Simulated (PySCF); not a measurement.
C₄F₅, charge +2, doublet, geometry from GFN2-xTB of the parent state (a state made from the parent by changing its charge; the spin is typed, not shown lowest); DF-R2SCAN/def2-SV(P) run with PySCF.

Here is a job for PySCF.
```python
from pyscf import gto, scf, dft

mol = gto.Mole()
mol.atom = '''
    F     2.529282   -0.243934   -0.307296
    C     1.239407   -0.405074   -0.224078
    C     0.362090   -1.382000   -0.390721
    C    -0.871561   -0.579725   -0.064962
    F    -1.556118   -0.926496    1.027296
    F    -1.756604   -0.392689   -1.046600
    C     0.155569    0.607324    0.141282
    F    -0.004415    1.636879   -0.701629
    F     0.197517    1.099225    1.387215
'''
mol.basis = 'def2-sv(p)'
mol.charge = 2
mol.spin = 1
mol.verbose = 4
mol.build()

mf = dft.UKS(mol)
mf.xc = 'r2scan'
mf = mf.density_fit(auxbasis='def2-universal-jkfit')
mf.kernel()
```

**Question.** Predict the main parts of the log of this PySCF run.

**Answer.** 
```
PySCF version 2.14.0

[INPUT] verbose = 4
[INPUT] num. atoms = 9
[INPUT] num. electrons = 67
[INPUT] charge = 2
[INPUT] spin (= nelec alpha-beta = 2S) = 1
[INPUT] symmetry False subgroup None
[INPUT] Mole.unit = angstrom
[INPUT] Symbol           X                Y                Z      unit          X                Y                Z       unit  Magmom
[...]
nuclear repulsion = 481.595825352414
number of shells = 54
number of NR pGTOs = 216
number of NR cGTOs = 126
basis = def2-sv(p)
ecp = {}

******** <class 'pyscf.df.df_jk.DFUKS'> ********
method = DFUKS
initial guess = minao
damping factor = 0
level_shift factor = 0
DIIS = <class 'pyscf.scf.diis.CDIIS'>
diis_start_cycle = 1
diis_space = 8
diis_damp = 0
SCF conv_tol = 1e-09
SCF conv_tol_grad = None
SCF max_cycles = 50
direct_scf = False
number electrons alpha = 34  beta = 33
XC library pyscf.dft.libxc version 7.1.2
    S. Lehtola, C. Steigemann, M. J. T. Oliveira, and M. A. L. Marques,  SoftwareX 7, 1–5 (2018)
XC functionals = r2scan
    J. W. Furness, A. D. Kaplan, J. Ning, J. P. Perdew, and J. Sun,  J. Phys. Chem. Lett. 11, 8208–8215 (2020)
    J. W. Furness, A. D. Kaplan, J. Ning, J. P. Perdew, and J. Sun,  J. Phys. Chem. Lett. 11, 9248–9248 (2020)
    J. W. Furness, A. D. Kaplan, J. Ning, J. P. Perdew, and J. Sun,  J. Phys. Chem. Lett. 11, 8208–8215 (2020)
    J. W. Furness, A. D. Kaplan, J. Ning, J. P. Perdew, and J. Sun,  J. Phys. Chem. Lett. 11, 9248–9248 (2020)
radial grids:
    Treutler-Ahlrichs [JCP 102, 346 (1995); DOI:10.1063/1.469408] (M4) radial grids

becke partition: Becke, JCP 88, 2547 (1988); DOI:10.1063/1.454033
pruning grids: <function nwchem_prune>
grids dens level: 3
symmetrized grids: False
atomic radii adjust function: <function treutler_atomic_radii_adjust>
small_rho_cutoff = 0
Set gradient conv threshold to 3.16228e-05
tot grids = 127784
init E= -652.113542402477

cycle= 1 E= -649.12680039257  delta_E= 2.99  |g|= 0.987  |ddm|= 2.65
cycle= 2 E= -640.106487771564  delta_E= 9.02  |g|= 4.55  |ddm|= 3.95
cycle= 3 E= -649.260804210901  delta_E= -9.15  |g|= 0.88  |ddm|= 3.34
cycle= 4 E= -648.752997029059  delta_E= 0.508  |g|= 1.16  |ddm|= 1.83
cycle= 5 E= -649.490236756476  delta_E= -0.737  |g|= 0.472  |ddm|= 1.66
cycle= 6 E= -649.585287843332  delta_E= -0.0951  |g|= 0.147  |ddm|= 0.756
cycle= 7 E= -649.596109371474  delta_E= -0.0108  |g|= 0.049  |ddm|= 0.217
cycle= 8 E= -649.595902269873  delta_E= 0.000207  |g|= 0.0548  |ddm|= 0.121
[...]
cycle= 20 E= -649.595950070121  delta_E= -3.77e-05  |g|= 0.0022  |ddm|= 0.0229
cycle= 21 E= -649.595941957406  delta_E= 8.11e-06  |g|= 0.000945  |ddm|= 0.0211
cycle= 22 E= -649.595944952218  delta_E= -2.99e-06  |g|= 0.00238  |ddm|= 0.0106
cycle= 23 E= -649.595942311143  delta_E= 2.64e-06  |g|= 0.00185  |ddm|= 0.0106
cycle= 24 E= -649.595942702061  delta_E= -3.91e-07  |g|= 0.00167  |ddm|= 0.00686
cycle= 25 E= -649.595942185525  delta_E= 5.17e-07  |g|= 0.00116  |ddm|= 0.0126
cycle= 26 E= -649.595941292771  delta_E= 8.93e-07  |g|= 0.00103  |ddm|= 0.00201
cycle= 27 E= -649.595942360325  delta_E= -1.07e-06  |g|= 0.00122  |ddm|= 0.00427
cycle= 28 E= -649.595943004469  delta_E= -6.44e-07  |g|= 0.00115  |ddm|= 0.00134
cycle= 29 E= -649.595942455781  delta_E= 5.49e-07  |g|= 0.00113  |ddm|= 0.0018
cycle= 30 E= -649.595939005495  delta_E= 3.45e-06  |g|= 0.00106  |ddm|= 0.01
cycle= 31 E= -649.595938099273  delta_E= 9.06e-07  |g|= 0.000444  |ddm|= 0.00831
cycle= 32 E= -649.59593773448  delta_E= 3.65e-07  |g|= 0.00111  |ddm|= 0.00802
cycle= 33 E= -649.59593820366  delta_E= -4.69e-07  |g|= 0.000289  |ddm|= 0.00574
cycle= 34 E= -649.595938134155  delta_E= 6.95e-08  |g|= 0.000216  |ddm|= 0.00156
cycle= 35 E= -649.595938134834  delta_E= -6.79e-10  |g|= 0.000144  |ddm|= 0.000723
cycle= 36 E= -649.595938137984  delta_E= -3.15e-09  |g|= 0.000144  |ddm|= 0.000552
cycle= 37 E= -649.59593815224  delta_E= -1.43e-08  |g|= 0.000137  |ddm|= 0.000394
cycle= 38 E= -649.59593818953  delta_E= -3.73e-08  |g|= 0.000184  |ddm|= 0.00118
cycle= 39 E= -649.595938140445  delta_E= 4.91e-08  |g|= 0.000168  |ddm|= 0.00134
cycle= 40 E= -649.595938147733  delta_E= -7.29e-09  |g|= 0.000235  |ddm|= 0.00138
cycle= 41 E= -649.595938125129  delta_E= 2.26e-08  |g|= 9.24e-05  |ddm|= 0.0015
cycle= 42 E= -649.595938132747  delta_E= -7.62e-09  |g|= 8.76e-05  |ddm|= 0.000249
cycle= 43 E= -649.59593812881  delta_E= 3.94e-09  |g|= 8.81e-05  |ddm|= 0.00035
cycle= 44 E= -649.595938124204  delta_E= 4.61e-09  |g|= 5.72e-05  |ddm|= 0.00077
cycle= 45 E= -649.595938117717  delta_E= 6.49e-09  |g|= 4.97e-05  |ddm|= 0.000459
cycle= 46 E= -649.595938114932  delta_E= 2.79e-09  |g|= 3.36e-05  |ddm|= 0.000443
cycle= 47 E= -649.595938114163  delta_E= 7.68e-10  |g|= 1.73e-05  |ddm|= 0.000492
Extra cycle  E= -649.595938114396  delta_E= -2.32e-10  |g|= 4.89e-05  |ddm|= 0.00015
converged SCF energy = -649.595938114396  <S^2> = 0.77062105  2S+1 = 2.0205158
```
